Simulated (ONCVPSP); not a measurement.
K: one change to an ONCV potential, before and after

- Element: potassium
- Generator: ONCVPSP 4.0.1
- Type: optimised norm-conserving Vanderbilt (ONCV)
- Functional: LDA (Perdew-Wang 92)
- Relativity: scalar-relativistic
- Frozen core: [Ne]
- Valence charge: 9
- Reference configuration: 3s2 3p6 4s1
- Partial waves: 3s+4s: rc 2.35 bohr, ncon 5, nbas 9, qcut 4.9 1/bohr, 2 projectors; 3p: rc 1.85 bohr, ncon 3, nbas 6, qcut 7.5 1/bohr, 1 projector; d scattering state at 0.22 Ha: rc 2.10 bohr, ncon 4, nbas 9, qcut 4.6 1/bohr, 2 projectors, debl 1.7 Ha; f scattering state at 0.32 Ha: rc 2.35 bohr, ncon 4, nbas 7, qcut 4.1 1/bohr, 2 projectors, debl 1.7 Ha
- Local potential: polynomial inside 1.35 bohr (lpopt 5, dvloc0 2 Ha)
- Core correction: Teter function, fcfact 3, rcfact 1.8

Change: all radii but the core radius scaled by about 1.33 (s 3.12, p 2.46, d 2.78, f 3.12 bohr); local potential polynomial inside 1.80 bohr (lpopt 5, dvloc0 2 Ha).

Cutoffs: the cutoffs (Ha) at which the residual kinetic energy of the hardest occupied pseudo-wave falls to 1 and 0.1 mHa per electron; they do not see the model core or the augmentation charge, which bear on the density cutoff. Errors are all-electron minus pseudo energies relative to the spin-unpolarised reference configuration.

Q: Predict the effect on cutoff, ghosts and configuration errors.

A: The potential gets softer (12 Ha and 16 Ha → 11 Ha and 14 Ha); of the 4 tests that both files solve, the error grows in 2 and shrinks in 0 by more than 15 % and 0.3 meV (median size 1.8 → 4.4 meV); neither file shows a bound ghost. A larger radius leaves more room for a smooth pseudo-wave, so fewer plane waves are needed.

```csv
quantity,base,changed
"cutoff, loose",12 Ha,11 Ha
"cutoff, tight",16 Ha,14 Ha
loose cutoff by channel,"s 4.6 Ha, p 12 Ha","s 5.1 Ha, p 11 Ha"
bound ghosts,none,none
GHOST(+) flags under 300 eV,none,none
"error for 3s2 3p6 4s0, meV [ΔE 4.40 eV]",-0.2,-0.4
"error for 3s2 3p6 4s0.5, meV [ΔE 1.71 eV]",-0.1,-0.1
"error for 3s2 3p6 4s0 4p1, meV [ΔE 1.63 eV]",+3.3,-8.4
"error for 3s1 3p6 4s1, meV [ΔE 41.84 eV]",-172,-321
"rms error of d²Exc/dni dnj with the model core, mHa",2.04,2.07
```

Base: The cutoffs count occupied waves only; projector 2 of the d channel, the hardest unoccupied one, needs 73 Ha at the loose tolerance.
